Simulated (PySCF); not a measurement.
Isomers of C6H10F3OP.

All values: PBE0/pcSseg-1 (PySCF) at GFN2-xTB geometries, gas phase, one conformer each.

**Question.** Rank by HOMO energy, lowest first.
A. `[CH3:1][CH2:2][P@@:3]1(=[O:4])[CH2:5][CH2:6][C@@H:7]1[C:8]([F:9])([F:10])[F:11]` with C1–C2–P3–O4 54°, C2–P3–C5–C6 90°, P3–C5–C6–C7 14°, C5–C6–C7–C8 96°, C2–P3–C7–C6 -95°
B. `[CH3:1]/[CH:2]=[CH:3]\[P@:4](=[O:5])([CH2:6][CH3:7])[C:8]([F:9])([F:10])[F:11]` with C2–C3–P4–O5 -24°, C3–P4–C6–C7 177°
C. `[CH2:1]=[C:2]([CH3:3])[P@@:4](=[O:5])([CH2:6][CH3:7])[C:8]([F:9])([F:10])[F:11]` with C1–C2–P4–O5 4°, C2–P4–C6–C7 -177°
D. `[CH2:1]=[C:2]([CH3:3])[P:4]([CH2:5][O:6][CH3:7])[C:8]([F:9])([F:10])[F:11]` with C1–C2–P4–C5 -36°, C2–P4–C5–O6 84°, P4–C5–O6–C7 173°
E. `[CH3:1][C:2](=[O:3])[P:4]([CH3:5])[CH2:6][CH2:7][C:8]([F:9])([F:10])[F:11]` with C1–C2–P4–C5 -75°, C2–P4–C6–C7 -76°, P4–C6–C7–C8 -172°
F. `[CH2:1]=[CH:2][CH2:3][P@H:4](=[O:5])[CH2:6][CH2:7][C:8]([F:9])([F:10])[F:11]` with C1–C2–C3–P4 113°, C2–C3–P4–O5 -64°, C3–P4–C6–C7 161°, P4–C6–C7–C8 74°

**Answer.** C (-8.17 eV), B (-8.04 eV), A (-7.88 eV), F (-7.49 eV), D (-7.15 eV), E (-6.87 eV).

**Question.** Rank by the highest IAO charge on any atom, lowest value first.
A. `[CH3:1][CH2:2][P:3]([CH2:4][C:5]([F:6])([F:7])[F:8])[C:9]([CH3:10])=[O:11]` with C1–C2–P3–C4 172°, C2–P3–C4–C5 177°, C2–P3–C9–C10 -125°
B. `[CH2:1]=[C:2]([CH3:3])[P:4]([CH2:5][O:6][CH3:7])[C:8]([F:9])([F:10])[F:11]` with C1–C2–P4–C5 -36°, C2–P4–C5–O6 84°, P4–C5–O6–C7 173°
C. `[CH3:1][P@:2](=[O:3])([CH:4]1[CH2:5][CH2:6][CH2:7]1)[C:8]([F:9])([F:10])[F:11]` with C1–P2–C4–C5 78°, P2–C4–C5–C6 125°, C4–C5–C6–C7 -10°, C5–C6–C7–C4 10°, P2–C4–C7–C6 -125°
D. `[CH3:1][P@:2](=[O:3])([CH2:4][C:5]([F:6])([F:7])[F:8])[CH:9]1[CH2:10][CH2:11]1` with C1–P2–C4–C5 -41°, C1–P2–C9–C10 -98°
E. `[O:1]=[P@@H:2]1[CH2:3][CH2:4][CH2:5][CH2:6][C@@H:7]1[C:8]([F:9])([F:10])[F:11]` with O1–P2–C3–C4 -66°, P2–C3–C4–C5 -64°, C3–C4–C5–C6 66°, C4–C5–C6–C7 -65°

**Answer.** B (+0.618 e), A (+0.809 e), E (+1.406 e), C (+1.486 e), D (+1.540 e).

**Question.** Rank by HOMO–LUMO gap, lowest first.
A. `[O:1]=[P@@H:2]1[CH2:3][CH2:4][CH2:5][CH2:6][C@@H:7]1[C:8]([F:9])([F:10])[F:11]` with O1–P2–C3–C4 -66°, P2–C3–C4–C5 -64°, C3–C4–C5–C6 66°, C4–C5–C6–C7 -65°
B. `[CH3:1][P@:2](=[O:3])([CH2:4][C:5]([F:6])([F:7])[F:8])[CH:9]1[CH2:10][CH2:11]1` with C1–P2–C4–C5 -41°, C1–P2–C9–C10 -98°
C. `[CH3:1]/[CH:2]=[CH:3]\[P@:4](=[O:5])([CH2:6][CH3:7])[C:8]([F:9])([F:10])[F:11]` with C2–C3–P4–O5 -24°, C3–P4–C6–C7 177°
D. `[CH3:1][P@:2](=[O:3])([CH:4]1[CH2:5][CH2:6][CH2:7]1)[C:8]([F:9])([F:10])[F:11]` with C1–P2–C4–C5 78°, P2–C4–C5–C6 125°, C4–C5–C6–C7 -10°, C5–C6–C7–C4 10°, P2–C4–C7–C6 -125°
E. `[CH3:1][CH2:2][P@@:3]1(=[O:4])[CH2:5][CH2:6][C@@H:7]1[C:8]([F:9])([F:10])[F:11]` with C1–C2–P3–O4 54°, C2–P3–C5–C6 90°, P3–C5–C6–C7 14°, C5–C6–C7–C8 96°, C2–P3–C7–C6 -95°
F. `[CH2:1]=[CH:2][CH2:3][P@H:4](=[O:5])[CH2:6][CH2:7][C:8]([F:9])([F:10])[F:11]` with C1–C2–C3–P4 113°, C2–C3–P4–O5 -64°, C3–P4–C6–C7 161°, P4–C6–C7–C8 74°

**Answer.** C (7.04 eV), F (7.48 eV), E (8.43 eV), A (8.60 eV), D (8.84 eV), B (9.06 eV).

All values together:

| SMILES | μ (D) | HOMO (eV) | LUMO (eV) | lowest IAO charge (e) | highest IAO charge (e) | lowest Hirshfeld charge (e) | highest Hirshfeld charge (e) |
| --- | --- | --- | --- | --- | --- | --- | --- |
| C=CC[P@H](=O)CCC(F)(F)F | 4.20 | -7.49 | -0.01 | -0.921 (O) | +1.410 (P) | -0.395 (O) | +0.397 (P) |
| C/C=C\[P@](=O)(CC)C(F)(F)F | 3.71 | -8.04 | -1.00 | -0.896 (O) | +1.476 (P) | -0.367 (O) | +0.412 (P) |
| C=C(C)[P@@](=O)(CC)C(F)(F)F | 4.29 | -8.17 | -0.81 | -0.901 (O) | +1.473 (P) | -0.374 (O) | +0.408 (P) |
| C[P@](=O)(CC(F)(F)F)C1CC1 | 2.10 | -7.96 | 1.11 | -0.932 (O) | +1.540 (P) | -0.394 (O) | +0.440 (P) |
| C[P@](=O)(C1CCC1)C(F)(F)F | 4.17 | -8.10 | 0.74 | -0.903 (O) | +1.486 (P) | -0.384 (O) | +0.411 (P) |
| C=C(C)P(COC)C(F)(F)F | 2.34 | -7.15 | -0.22 | -0.427 (C) | +0.618 (C) | -0.133 (O) | +0.212 (C) |
| O=[P@@H](CC(F)(F)F)C1CCC1 | 5.12 | -7.96 | 0.69 | -0.911 (O) | +1.411 (P) | -0.382 (O) | +0.401 (P) |
| CC(=O)P(C)CCC(F)(F)F | 4.45 | -6.87 | -1.12 | -0.600 (C) | +0.811 (C) | -0.204 (O) | +0.262 (C) |
| CCP(CC(F)(F)F)C(C)=O | 2.79 | -6.91 | -1.33 | -0.483 (C) | +0.809 (C) | -0.200 (O) | +0.252 (C) |
| O=[P@@H]1CCCC[C@@H]1C(F)(F)F | 5.23 | -7.90 | 0.70 | -0.911 (O) | +1.406 (P) | -0.392 (O) | +0.397 (P) |
| CC[P@@]1(=O)CC[C@@H]1C(F)(F)F | 5.47 | -7.88 | 0.55 | -0.878 (O) | +1.493 (P) | -0.381 (O) | +0.429 (P) |

Conformers: `[CH2:1]=[CH:2][CH2:3][P@H:4](=[O:5])[CH2:6][CH2:7][C:8]([F:9])([F:10])[F:11]` with C1–C2–C3–P4 113°, C2–C3–P4–O5 -64°, C3–P4–C6–C7 161°, P4–C6–C7–C8 74°; `[CH3:1]/[CH:2]=[CH:3]\[P@:4](=[O:5])([CH2:6][CH3:7])[C:8]([F:9])([F:10])[F:11]` with C2–C3–P4–O5 -24°, C3–P4–C6–C7 177°; `[CH2:1]=[C:2]([CH3:3])[P@@:4](=[O:5])([CH2:6][CH3:7])[C:8]([F:9])([F:10])[F:11]` with C1–C2–P4–O5 4°, C2–P4–C6–C7 -177°; `[CH3:1][P@:2](=[O:3])([CH2:4][C:5]([F:6])([F:7])[F:8])[CH:9]1[CH2:10][CH2:11]1` with C1–P2–C4–C5 -41°, C1–P2–C9–C10 -98°; `[CH3:1][P@:2](=[O:3])([CH:4]1[CH2:5][CH2:6][CH2:7]1)[C:8]([F:9])([F:10])[F:11]` with C1–P2–C4–C5 78°, P2–C4–C5–C6 125°, C4–C5–C6–C7 -10°, C5–C6–C7–C4 10°, P2–C4–C7–C6 -125°; `[CH2:1]=[C:2]([CH3:3])[P:4]([CH2:5][O:6][CH3:7])[C:8]([F:9])([F:10])[F:11]` with C1–C2–P4–C5 -36°, C2–P4–C5–O6 84°, P4–C5–O6–C7 173°; `[O:1]=[P@@H:2]([CH2:3][C:4]([F:5])([F:6])[F:7])[CH:8]1[CH2:9][CH2:10][CH2:11]1` with O1–P2–C3–C4 -53°, O1–P2–C8–C9 -42°, P2–C8–C9–C10 99°, C8–C9–C10–C11 11°, C9–C10–C11–C8 -11°, P2–C8–C11–C10 -100°; `[CH3:1][C:2](=[O:3])[P:4]([CH3:5])[CH2:6][CH2:7][C:8]([F:9])([F:10])[F:11]` with C1–C2–P4–C5 -75°, C2–P4–C6–C7 -76°, P4–C6–C7–C8 -172°; `[CH3:1][CH2:2][P:3]([CH2:4][C:5]([F:6])([F:7])[F:8])[C:9]([CH3:10])=[O:11]` with C1–C2–P3–C4 172°, C2–P3–C4–C5 177°, C2–P3–C9–C10 -125°; `[O:1]=[P@@H:2]1[CH2:3][CH2:4][CH2:5][CH2:6][C@@H:7]1[C:8]([F:9])([F:10])[F:11]` with O1–P2–C3–C4 -66°, P2–C3–C4–C5 -64°, C3–C4–C5–C6 66°, C4–C5–C6–C7 -65°; `[CH3:1][CH2:2][P@@:3]1(=[O:4])[CH2:5][CH2:6][C@@H:7]1[C:8]([F:9])([F:10])[F:11]` with C1–C2–P3–O4 54°, C2–P3–C5–C6 90°, P3–C5–C6–C7 14°, C5–C6–C7–C8 96°, C2–P3–C7–C6 -95°.
